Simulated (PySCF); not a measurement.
## 2-methylquinoxaline (Cc1cnc2ccccc2n1, C$_{9}$H$_{8}$N$_{2}$)

Molfile (atoms numbered from 1):
```
C9H8N2
     RDKit          3D

 19 20  0  0  0  0  0  0  0  0999 V2000
   -3.2412   -0.6896    0.4886 C   0  0  0  0  0  0  0  0  0  0  0  0
   -1.8618   -0.2807    0.0772 C   0  0  0  0  0  0  0  0  0  0  0  0
   -1.6730    0.6156   -1.0232 C   0  0  0  0  0  0  0  0  0  0  0  0
   -0.4978    1.0092   -1.4294 N   0  0  0  0  0  0  0  0  0  0  0  0
    0.5786    0.5279   -0.7556 C   0  0  0  0  0  0  0  0  0  0  0  0
    1.8842    0.9137   -1.1428 C   0  0  0  0  0  0  0  0  0  0  0  0
    2.9761    0.4270   -0.4611 C   0  0  0  0  0  0  0  0  0  0  0  0
    2.8052   -0.4599    0.6287 C   0  0  0  0  0  0  0  0  0  0  0  0
    1.5466   -0.8506    1.0254 C   0  0  0  0  0  0  0  0  0  0  0  0
    0.4052   -0.3655    0.3422 C   0  0  0  0  0  0  0  0  0  0  0  0
   -0.8333   -0.7542    0.7379 N   0  0  0  0  0  0  0  0  0  0  0  0
   -3.8461    0.1863    0.7723 H   0  0  0  0  0  0  0  0  0  0  0  0
   -3.7680   -1.1934   -0.3374 H   0  0  0  0  0  0  0  0  0  0  0  0
   -3.1806   -1.3738    1.3436 H   0  0  0  0  0  0  0  0  0  0  0  0
   -2.5492    0.9991   -1.5617 H   0  0  0  0  0  0  0  0  0  0  0  0
    1.9824    1.5987   -1.9870 H   0  0  0  0  0  0  0  0  0  0  0  0
    3.9840    0.7244   -0.7595 H   0  0  0  0  0  0  0  0  0  0  0  0
    3.6842   -0.8357    1.1576 H   0  0  0  0  0  0  0  0  0  0  0  0
    1.3856   -1.5330    1.8620 H   0  0  0  0  0  0  0  0  0  0  0  0
  1  2  1  0
  2  3  1  0
  3  4  2  0
  4  5  1  0
  5  6  2  0
  6  7  1  0
  7  8  2  0
  8  9  1  0
  9 10  2  0
 10 11  1  0
 11  2  2  0
 10  5  1  0
  1 12  1  0
  1 13  1  0
  1 14  1  0
  3 15  1  0
  6 16  1  0
  7 17  1  0
  8 18  1  0
  9 19  1  0
M  END
```

Computed with TDDFT CAM-B3LYP/aug-cc-pVDZ excited states, vertical, gas phase in PySCF 2.14.0. Geometry: PBE0-D3(BJ)/def2-SVP.

Task: How strongly do the lowest singlets absorb one photon, and two photons of half the energy?

Result: δ for parallel linear polarisation; σ at the peak of a Lorentzian of half width 0.1 eV, single beam; Ω is circular over linear.
| state | E (eV) | f | photon λ (nm) | δ (au) | σ (GM) | Ω | main |
| --- | --- | --- | --- | --- | --- | --- | --- |
| S1 | 3.86 | 0.002 | 642 | <0.1 | 0.00 | – | HOMO−2→LUMO 0.94 |
| S2 | 4.51 | 0.095 | 550 | 1.51 | 0.01 | 1.49 | HOMO−1→LUMO 0.40, HOMO→LUMO 0.40 |
| S3 | 4.65 | 0.046 | 533 | 12.9 | 0.10 | 1.17 | HOMO→LUMO 0.53, HOMO−1→LUMO 0.36 |
| S4 | 5.11 | 0.000 | 485 | 0.41 | 0.00 | 1.50 | HOMO−2→LUMO+1 0.86, HOMO−3→LUMO 0.09 |
| S5 | 5.63 | 0.000 | 441 | 3.68 | 0.04 | 1.50 | HOMO−3→LUMO 0.82, HOMO−2→LUMO+1 0.09 |
| S6 | 5.86 | 0.740 | 423 | 164 | 2.07 | 0.65 | HOMO→LUMO+1 0.55, HOMO−1→LUMO 0.17 |

Among these, the strongest one-photon state is S6, the strongest two-photon state S6, with a dipole change of 1.6 D (relaxed, norm of the difference vector).
